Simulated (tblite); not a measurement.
Species: C6H8F2O.
Z-matrix (Å and degrees, GFN2-xTB geometry), rows numbered from 1:
```
C 
C   1  1.4835
C   2  1.3260  1  131.00
C   3  1.4947  2  110.19  1   179.13
O   4  1.4270  3  104.59  2     5.67
C   5  1.3756  4  109.86  3   -11.13
F   6  1.4158  2  108.13  1   -69.52
C   6  1.5310  2  116.45  1    47.89
F   8  1.3675  6  110.27  2    43.64
H   1  1.0897  2  110.09  3   114.11
H   1  1.0861  2  110.18  3    -6.09
H   1  1.0894  2  109.91  3  -126.67
H   3  1.0728  2  127.74  1    -0.55
H   4  1.0976  3  111.83  2  -113.28
H   4  1.0941  3  113.28  2   122.99
H   8  1.0935  6  110.01  2   -75.17
H   8  1.0927  6  109.62  2   162.40
```

Method: GFN2-xTB as coded in tblite; computed harmonic values from a numerical Hessian at the method's own geometry, unscaled. Against measured fundamentals such values can be off by several per cent, at times by over 20. One conformer, not necessarily the lowest.

Harmonic wavenumbers (cm⁻¹): 68.6, 96.8, 154.2, 169.1, 220.1, 252.0, 259.0, 373.8, 400.7, 486.6, 561.8, 614.9, 703.6, 754.1, 785.6, 874.5, 933.3, 972.0, 976.5, 1008.6, 1039.6, 1061.3, 1073.2, 1098.3, 1137.6, 1164.7, 1196.0, 1201.2, 1279.6, 1283.3, 1306.8, 1394.6, 1416.4, 1451.2, 1464.0, 1469.3, 1727.5, 2889.8, 2941.8, 2971.0, 2983.4, 3007.6, 3019.7, 3056.7, 3158.4.

A = 1948, B = 1587, C = 1397 MHz; mass 134.054 u (most abundant isotopes); point group C1, symmetry number 1.

**Question.** Zero-point energy?

**Answer.** Half the sum of the wavenumbers: 28229 cm⁻¹ = 80.71 kcal/mol.

**Question.** Entropy at 273.15 K, 1 bar (ideal gas, RRHO, classical rotation)?

**Answer.** Translation 40.18, rotation 28.44, vibration 21.51: S = 90.1 cal/(mol K).

**Question.** And Cp and H(273.15 K) − H(0)?

**Answer.** Cp = 32.45 cal/(mol K), of which vibrations give 24.51 (their classical limit is 45 R = 89.4); H(273.15 K) − H(0) = 5.45 kcal/mol without the zero-point energy, 3.28 from vibrations.

**Question.** Which modes carry the vibrational entropy at 273.15 K?

**Answer.** 68.6 cm⁻¹: 4.02; 96.8 cm⁻¹: 3.35; 154.2 cm⁻¹: 2.45; 169.1 cm⁻¹: 2.28; 220.1 cm⁻¹: 1.80; 252.0 cm⁻¹: 1.56 cal/(mol K); the other 39 give 6.04 together.

**Question.** What must be added to the electronic energy to get the Gibbs energy at 273.15 K and 1 bar?

**Answer.** ZPE + [H(273.15 K) − H(0)] − T·S = 80.71 + 5.45 − 24.62 = 61.54 kcal/mol.

**Question.** How do the functions run with temperature in this model?

**Answer.** 
```
 T (K)  S (cal/(mol K))  Cp (cal/(mol K))  H − H(0) (kcal/mol)  G − H(0) (kcal/mol)  ln q(vib)
   150             74.4              21.5                 2.15                -9.01       2.09
   250             87.4              30.3                 4.73               -17.11       4.27
298.15             93.1              34.8                 6.29               -21.46       5.34
   400            104.7              44.2                10.33               -31.53       7.61
   600            125.5              58.6                20.71               -54.59      12.11
   900            152.0              71.8                40.47               -96.36      18.58
```

q(vib) and H(0) count from the zero-point level.

Hindered rotation and anharmonicity are outside this model. Other conformers, if any are populated, would add a mixing term that is left out. The structure is chiral; the term R ln 2 for an equal mix with its mirror image is left out.
